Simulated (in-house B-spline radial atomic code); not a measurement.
Configurations of Mn2+, with energies counted from [Ar] 3d5. Level of theory: scalar-relativistic (X2C) CAM-B3LYP, spin-polarised, spherical fractional occupations, Fermi nucleus of rms radius 3.7057 fm; calculated with a B-spline radial code for spherical atoms. Caution: exact exchange at fractional occupations of open shells leaves self-interaction of up to several eV. Shells without spins written out take the highest spin.

Occupations are held fixed; configurations that lie above the ionisation limit could autoionise.

```json
{"configuration": "[Ar] 3d(3 up, 2 down)", "E - E(ref) (eV)": "15.269", "highest orbital": "3d down", "its <r> (bohr)": "1.182"}
{"configuration": "[Ar] 3d4 4d1", "E - E(ref) (eV)": "26.345", "highest orbital": "4d up", "its <r> (bohr)": "4.264"}
{"configuration": "[Ar] 3d(0 up, 4 down) 4f(1 up, 0 down)", "E - E(ref) (eV)": "30.568", "highest orbital": "4f up", "its <r> (bohr)": "6.22"}
{"configuration": "[Ne] 3s2 3p5 3d5 4s1", "E - E(ref) (eV)": "53.679", "highest orbital": "4s up", "its <r> (bohr)": "2.44"}
{"configuration": "[Ne] 3s2 3p5 3d6", "E - E(ref) (eV)": "53.982", "highest orbital": "3d down", "its <r> (bohr)": "1.262"}
{"configuration": "[Ne] 3s2 3p5 3d5 4p1", "E - E(ref) (eV)": "61.349", "highest orbital": "4p up", "its <r> (bohr)": "2.906"}
{"configuration": "[Ne] 3s2 3p(3 up, 2 down) 3d(2 up, 3 down) 4s(0 up, 1 down)", "E - E(ref) (eV)": "74.996", "highest orbital": "4s down", "its <r> (bohr)": "2.462"}
```

**Question.** Order these further configurations by energy, lowest first.
A. [Ne] 3s2 3p(2 up, 3 down) 3d(3 up, 2 down) 4d(1 up, 0 down)
B. [Ar] 3d4 4s1
C. [Ar] 3d4 4p1
D. [Ar] 3d(3 up, 1 down) 4d(0 up, 1 down)
E. [Ne] 3s2 3p5 3d5 4d1

**Answer.** B (10.962 eV), C (18.567 eV), D (34.73 eV), E (69.179 eV), A (90.378 eV).

**Question.** How far above the reference does [Ne] 3s2 3p5 3d5 4f1 lie?

**Answer.** 73.494 eV; its least bound orbital is 4f up with <r> = 6.225 bohr.

**Question.** How far above the reference does [Ar] 3d4 4f1 lie?

**Answer.** 30.591 eV; its least bound orbital is 4f up with <r> = 6.227 bohr.
